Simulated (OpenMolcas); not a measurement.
# Co2+, Rh2+, Ir2+: d⁷ down the group

| Property | Result |
| --- | --- |
| Program | OpenMolcas 26.06 |
| Method | RASSCF |
| Basis | ANO-RCC-VQZP |
| Scalar Hamiltonian | DKH2, point nucleus |
| Spin-orbit coupling | state interaction with AMFI integrals over the reference wave functions, term energies averaged over their components |

Active space for each ion: 13 electrons in 8 orbitals (RAS1 p, at most 2 holes; RAS2 d).

Computed levels in cm-1 above ⁴F_9/2:

```tsv
Level	Co2+	Rh2+	Ir2+
⁴F_7/2	826	2112	7594
⁴F_5/2	1433	3472	9702
⁴P_5/2	17636	13754	16515
⁴P_1/2	18288	15170	19801
²G_9/2	19215	15438	17890
²G_7/2	19978	17456	23938
²P_1/2	23731	20709	30607
²D_5/2(1)	24660	20302	26674
²H_11/2	26919	21328	24375
weight of ⁴F in the lowest level (%)	100	98	88
```

Mixed levels, with the weight of the term that names them: Ir2+ ⁴F_5/2 (74 %), Ir2+ ⁴P_1/2 (69 %), Ir2+ ²G_9/2 (66 %), Ir2+ ²P_1/2 (69 %).

Measured, with the error of the calculation in %. Measured levels: Co2+ from Sugar and Corliss, J. Phys. Chem. Ref. Data 10, 1097 (1981); Rh2+ from the list in Shadmi, J. Res. Natl. Bur. Stand. 70A, 435 (1966).

| Level | Co2+ | Rh2+ |
| --- | --- | --- |
| ⁴F_7/2 | 841 (-1.9) | 2148 (-1.7) |
| ⁴F_5/2 | 1451 (-1.3) | 3486 (-0.4) |
| ⁴P_5/2 | 15202 (+16.0) | 11062 (+24.3) |
| ⁴P_1/2 | 15811 (+15.7) |  |
| ²G_9/2 | 16978 (+13.2) |  |
| ²G_7/2 | 17766 (+12.4) |  |
| ²D_5/2(1) | 23059 (+6.9) |  |
| ²H_11/2 | 22720 (+18.5) |  |

The fine-structure level ⁴F_5/2 changes by a factor of 6.77 from Co2+ to Ir2+.

Without spin-orbit coupling ⁴P lies 17098, 12441, 11628 cm-1 above ⁴F in that order; the difference to the level ⁴P_5/2, of either sign, comes from spin-orbit coupling, which also lowers the zero.

Without dynamic correlation excited terms often stand tens of per cent too high (terms of higher spin than the ground term too low), and those without a measured partner can miss by more than the paired ones. Active for correlation alone: 3p; no level in the range computed is led by a configuration that opens it, so any true level of that kind is missing (holds for Co2+). Active for correlation alone: 4p; no level in the range computed is led by a configuration that opens it, so any true level of that kind is missing (holds for Rh2+). Active for correlation alone: 5p; no level in the range computed is led by a configuration that opens it, so any true level of that kind is missing (holds for Ir2+). Measured partners are found by configuration, term and J. A level has none where our copy of the source lacks it or the pairing is in doubt (some pairs that miss far off the trend of their configuration count as doubtful), and it then counts in no deviation. Only configurations of the active space appear.

A number in round brackets counts repeated terms of one configuration in the order of the reference energies.
